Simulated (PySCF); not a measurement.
## Polarisability and C₆ of Ru²⁺ (ruthenium, charge +2)

[Kr] 4d6, high-spin 5D determinant. Calculation: PySCF 2.14, in aug-cc-pwCVTZ-PP with ECP28MDF (8s8p7d4f3g, 122 functions); a scalar-relativistic core potential. Coupled (time-dependent) response in atomic units; α is the mean over directions.

| method | mean α (bohr³) | α xx, yy, zz | C₆ (like pair) | S(−4) |
| --- | --- | --- | --- | --- |
| PBE0 | 8.192 | 8.502, 8.502, 7.573 | 43.77 | 20.11 |
| BP86 | 8.702 | 9.044, 9.044, 8.017 | 46.74 | 24.65 |

S(−4) is the Cauchy moment in α(ω) = α(0) + S(−4) ω² + …

Spin-orbit coupling is absent.

α(iu) at BP86:

```tsv
u (hartree)	α(iu) (bohr³)
0	8.702
0.0500	8.641
0.100	8.468
0.200	7.885
0.300	7.171
0.500	5.831
0.750	4.560
1.00	3.646
1.50	2.462
2.00	1.754
3.00	0.9969
5.00	0.4322
```

A single London oscillator, α(iu) = α/(1 + u²/ω²), gives C₆ = (3/4) ω α². Matching the computed C₆ needs ω = 4 × 46.74 / (3 × 8.702²) = 0.823 hartree.

For an ion, C₆ is the dispersion term alone; charge-induced terms of lower order in 1/R come first.

The components differ because the open shell of this determinant is not spherical; for a pure term their mean is the scalar polarisability.

Energies and moments cover only the electrons outside the core potential.
